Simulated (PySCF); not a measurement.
Computed properties of C₄F₅, SMILES F[C]1C(F)=C(F)C1(F)F

C₄F₅, SMILES F[C]1C(F)=C(F)C1(F)F (connectivity only; charge and spin as stated), charge +1, multiplicity 1. Geometry: B3LYP-D3(BJ)/def2-SVP. The multiplicity is an assumed one; other spin states were not compared. The isomer is the one that the SMILES or the coordinates give; other isomers of the formula were not compared. The values are those of a single conformer. All values are computed for the isolated molecule unless a solvent is named; none is compared with measurement here.

**Structure.** The optimised structure has C2v symmetry. All 21 harmonic modes at B3LYP-D3(BJ)/def2-SVP (PySCF) are real, so it is a minimum. With heavy atoms numbered as in [F:1][C:2]1[C:3]([F:4])=[C:5]([F:6])[C:7]1([F:8])[F:9], the shortest bond between them is F1–C2 at 1.258 Å and the longest C5–C7 at 1.542 Å.

**Vibrations.** The strongest infrared lines (harmonic, unscaled, degenerate partners summed) lie at 1590 cm⁻¹ (897 km/mol, C 82 %, F 18 %), 1273 cm⁻¹ (196 km/mol, C 71 %, F 29 %), 1561 cm⁻¹ (187 km/mol, C 79 %, F 21 %). The softest mode is at 57 cm⁻¹ and the zero-point energy is 23.7 kcal/mol.

**Electronic structure.** ωB97X/def2-TZVP (PySCF) places the frontier levels at -18.09 and -7.53 eV, a gap of 10.56 eV.

**Excitations.** TDA-ωB97X/def2-SVPD (PySCF) has S1 at 4.77 eV (260 nm, f = 0.003, weak); the most intense of the 10 singlets computed lies at 9.10 eV (f = 0.34). T1 (TDA) is at 3.33 eV, 1.44 eV under S1. No vertical singlet excitation falls in the visible range (under 3.1 eV).

**NMR.** GIAO shifts at HF/pcSseg-1 (PySCF) (non-relativistic, atoms alike by connectivity averaged): ¹³C from 105.0 to 222.2 ppm against TMS; ¹⁹F from -87.7 to 62.5 ppm against CFCl3.
